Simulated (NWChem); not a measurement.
System: CH5CuOS; SMILES [OH2]->[Cu][S]C

Input file for NWChem:

```
start job
memory heap 200 mb stack 900 mb global 1100 mb
geometry units angstroms noautoz
  Cu     0.134764    -0.571636    -0.012389
  S      0.640474     1.494800    -0.015790
  C     -0.990782     2.317109     0.004637
  H     -1.595546     2.076291    -0.882757
  H     -0.815507     3.404002     0.004379
  H     -1.574688     2.073338     0.905096
  O     -0.201808    -2.516729    -0.011786
  H      0.158565    -2.993444     0.746563
  H      0.112007    -2.985822    -0.795201
end
basis spherical
  Cu library def2-svp
  S library def2-svp
  C library def2-svp
  H library def2-svp
  O library def2-svp
end
dft
  xc xpbe96 cpbe96
  iterations 150
  mulliken
end
task dft energy
```

Output (shortened):

```
             Northwest Computational Chemistry Package (NWChem) 7.3.0
             --------------------------------------------------------

 C1  symmetry detected

                             Geometry "geometry" -> ""
                             -------------------------

 Output coordinates in angstroms (scale by  1.889725989 to convert to a.u.)

  No.       Tag          Charge          X              Y              Z
 ---- ---------------- ---------- -------------- -------------- --------------
    1 Cu                  29.0000     0.08049530    -0.61483368     0.00050262
    2 S                   16.0000     0.61729816     1.44374675    -0.00059934
    3 C                    6.0000    -1.00150537     2.29055199     0.00063752
    4 H                    1.0000    -1.60008066     2.05732333    -0.89295798
    5 H                    1.0000    -0.80987733     3.37468135     0.00059345
    6 H                    1.0000    -1.59884012     2.05716293     0.89501868
    7 O                    8.0000    -0.28533950    -2.55463593     0.00047152
    8 H                    1.0000     0.05948571    -3.03540330     0.76347703
    9 H                    1.0000     0.02992637    -3.02976001    -0.77871504

 Effective nuclear repulsion energy (a.u.)     318.9290832732

  pbe96 is a nonlocal functional; adding pw91lda local functional.

                                 NWChem DFT Module
                                 -----------------

 Summary of "ao basis" -> "ao basis" (spherical)
 ------------------------------------------------------------------------------
       Tag                 Description            Shells   Functions and Types
 ---------------- ------------------------------  ------  ---------------------
 Cu                         def2-svp                11       31   5s3p2d1f
 S                          def2-svp                 8       18   4s3p1d
 C                          def2-svp                 6       14   3s2p1d
 H                          def2-svp                 3        5   2s1p
 O                          def2-svp                 6       14   3s2p1d

            General Information
            -------------------
          SCF calculation type: DFT
          Wavefunction type:  closed shell.
          No. of atoms     :     9
          No. of electrons :    64
           Alpha electrons :    32
            Beta electrons :    32
          Charge           :     0
          Spin multiplicity:     1
          Use of symmetry is: off; symmetry adaption is: off
          Maximum number of iterations: 150
          AO basis - number of functions:   102
                     number of shells:    46
          Convergence on energy requested:  1.00D-06
          Convergence on density requested:  1.00D-05
          Convergence on gradient requested:  5.00D-04

              XC Information
              --------------
          PerdewBurkeErnzerhof Exchange Functional  1.000
            Perdew 1991 LDA Correlation Functional  1.000 local
           PerdewBurkeErnz. Correlation Functional  1.000 non-local

             Grid Information
             ----------------
          Grid used for XC integration:  medium
          Radial quadrature: Mura-Knowles
          Angular quadrature: Lebedev.
          Tag              B.-S. Rad. Rad. Pts. Rad. Cut. Ang. Pts.
          ---              ---------- --------- --------- ---------
          Cu                  1.35      112          11.0       590
          S                   1.00       88          12.0       590
          C                   0.70       49          13.0       434
          H                   0.35       45          14.0       434
          O                   0.60       49          14.0       434
          Grid pruning is: on
          Number of quadrature shells:   523
          Spatial weights used:  Erf1

      Superposition of Atomic Density Guess
      -------------------------------------

 Sum of atomic energies:       -2150.84490385

      Non-variational initial energy
      ------------------------------

 Total energy =   -2151.897045
 1-e energy   =   -3622.781434
 2-e energy   =    1151.955305
 HOMO         =      -0.286856
 LUMO         =      -0.070004

     ---------------------------------------------
      Total Density - Mulliken Population Analysis
     ---------------------------------------------

    Atom       Charge   Shell Charges
 -----------   ------   -------------------------------------------------------
    1 Cu  29    28.93   2.00  2.00  2.00  0.76 -0.03  6.00  6.01  0.21  8.40  1.58  0.00
    2 S   16    16.43   2.00  1.99  1.20  0.66  5.94  1.78  2.82  0.04
    3 C    6     6.20   1.99  0.94  0.25  1.92  1.07  0.03
    4 H    1     0.89   0.67  0.19  0.02
    5 H    1     0.88   0.67  0.19  0.02
    6 H    1     0.89   0.67  0.19  0.02
    7 O    8     8.49   1.99  1.07  0.58  2.98  1.86  0.00
    8 H    1     0.65   0.52  0.07  0.06
    9 H    1     0.65   0.52  0.07  0.06

   convergence    iter        energy       DeltaE   RMS-Dens  Diis-err
 ---------------- ----- ----------------- --------- --------- ---------
 d= 0,ls=0.0,diis     1  -2153.8516194022 -2.47D+03  2.10D-01  2.45D+00
 d= 0,ls=0.5,diis     2  -2119.3764078638  3.45D+01  4.06D-02  9.94D+01
 d= 0,ls=0.5,diis     3  -2126.0629171855 -6.69D+00  5.19D-02  1.70D+02
 d= 0,ls=0.5,diis     4  -2134.4809227171 -8.42D+00  6.32D-02  2.01D+02
 d= 0,ls=0.5,diis     5  -2145.0622174952 -1.06D+01  4.13D-02  1.16D+02
 d= 0,ls=0.5,diis     6  -2150.5024909518 -5.44D+00  2.57D-02  4.09D+01
 d= 0,ls=0.5,diis     7  -2152.8625086163 -2.36D+00  1.62D-02  1.15D+01
 d= 0,ls=0.5,diis     8  -2153.7313552781 -8.69D-01  9.73D-03  2.08D+00
 d= 0,ls=0.5,diis     9  -2153.9683467680 -2.37D-01  6.25D-03  2.34D-01
 d= 0,ls=0.5,diis    10  -2154.0304994845 -6.22D-02  4.04D-03  4.73D-02
  Resetting Diis
 d= 0,ls=0.5,diis    11  -2154.0469432290 -1.64D-02  2.95D-03  1.06D-01
 d= 0,ls=0.5,diis    12  -2154.0481810271 -1.24D-03  4.58D-03  2.15D-01
 d= 0,ls=0.5,diis    13  -2154.0351080328  1.31D-02  1.78D-03  5.21D-01
 d= 0,ls=0.5,diis    14  -2154.0641112845 -2.90D-02  1.20D-03  8.04D-02
 d= 0,ls=0.5,diis    15  -2154.0707472862 -6.64D-03  8.38D-04  8.35D-03
 d= 0,ls=0.5,diis    16  -2154.0723236729 -1.58D-03  6.19D-04  1.38D-03
 d= 0,ls=0.5,diis    17  -2154.0730403698 -7.17D-04  4.75D-04  6.55D-04
 d= 0,ls=0.5,diis    18  -2154.0734367881 -3.96D-04  3.74D-04  7.18D-04
 d= 0,ls=0.5,diis    19  -2154.0736904708 -2.54D-04  2.97D-04  7.13D-04
 d= 0,ls=0.5,diis    20  -2154.0738703185 -1.80D-04  2.39D-04  4.84D-04
 d= 0,ls=0.5,diis    21  -2154.0739959849 -1.26D-04  1.92D-04  2.15D-04
 d= 0,ls=0.5,diis    22  -2154.0740734613 -7.75D-05  1.54D-04  1.06D-04
 d= 0,ls=0.5,diis    23  -2154.0741224151 -4.90D-05  1.23D-04  5.77D-05
 d= 0,ls=0.5,diis    24  -2154.0741536992 -3.13D-05  9.92D-05  3.65D-05
 d= 0,ls=0.5,diis    25  -2154.0741740495 -2.04D-05  8.02D-05  2.50D-05
 d= 0,ls=0.5,diis    26  -2154.0741875073 -1.35D-05  6.51D-05  1.79D-05
 d= 0,ls=0.5,diis    27  -2154.0741964597 -8.95D-06  5.29D-05  1.27D-05
 d= 0,ls=0.5,diis    28  -2154.0742025243 -6.06D-06  4.30D-05  8.17D-06
 d= 0,ls=0.5,diis    29  -2154.0742065406 -4.02D-06  3.51D-05  5.23D-06
 d= 0,ls=0.5,diis    30  -2154.0742092240 -2.68D-06  2.87D-05  3.30D-06
 d= 0,ls=0.5,diis    31  -2154.0742110109 -1.79D-06  2.34D-05  2.18D-06
 d= 0,ls=0.5,diis    32  -2154.0742122076 -1.20D-06  1.92D-05  1.47D-06
 d= 0,ls=0.5,diis    33  -2154.0742130147 -8.07D-07  1.58D-05  9.87D-07
 d= 0,ls=0.5,diis    34  -2154.0742135575 -5.43D-07  1.30D-05  7.12D-07
 d= 0,ls=0.5,diis    35  -2154.0742139280 -3.70D-07  1.07D-05  4.90D-07
 d= 0,ls=0.5,diis    36  -2154.0742141810 -2.53D-07  8.85D-06  3.31D-07

         Total DFT energy =    -2154.074214355118
      One electron energy =    -3631.170149163879
           Coulomb energy =     1266.310896195585
    Exchange-Corr. energy =     -108.144044660015
 Nuclear repulsion energy =      318.929083273191

 Numeric. integr. density =       63.999999586166

                       DFT Final Molecular Orbital Analysis
                       ------------------------------------

 Vector   30  Occ=2.000000D+00  E=-1.735453D-01
              MO Center=  8.2D-02, -6.1D-01,  5.3D-04, r^2= 3.6D-01
   Bfn.  Coefficient  Atom+Function         Bfn.  Coefficient  Atom+Function
  ----- ------------  ---------------      ----- ------------  ---------------
    18      0.818084  1 Cu d  1              23      0.308496  1 Cu d  1
    16      0.213824  1 Cu d -1              21      0.081174  1 Cu d -1

 Vector   31  Occ=2.000000D+00  E=-1.656599D-01
              MO Center=  2.1D-01,  1.2D-01, -1.8D-04, r^2= 2.8D+00
   Bfn.  Coefficient  Atom+Function         Bfn.  Coefficient  Atom+Function
  ----- ------------  ---------------      ----- ------------  ---------------
     4      0.563230  1 Cu s                 19      0.442857  1 Cu d  2
    17      0.261698  1 Cu d  0               3     -0.241904  1 Cu s
    43     -0.242301  2 S  py                35     -0.208359  2 S  s
    40     -0.186945  2 S  py                42     -0.172033  2 S  px
    24      0.155779  1 Cu d  2              39     -0.135577  2 S  px

 Vector   32  Occ=2.000000D+00  E=-1.298055D-01
              MO Center=  3.8D-01,  9.9D-01, -4.1D-04, r^2= 2.4D+00
   Bfn.  Coefficient  Atom+Function         Bfn.  Coefficient  Atom+Function
  ----- ------------  ---------------      ----- ------------  ---------------
    44      0.585982  2 S  pz                41      0.391429  2 S  pz
    16     -0.378336  1 Cu d -1              38      0.226008  2 S  pz
    14      0.135068  1 Cu pz                21     -0.132169  1 Cu d -1
    18      0.116329  1 Cu d  1              64      0.114801  4 H  s
    74     -0.114778  6 H  s                 65      0.094572  4 H  s

[...]
```

Level: PBE/def2-SVP. Structure relaxed at the PBE0/def2-SVP level. No frequency run checked for a minimum.
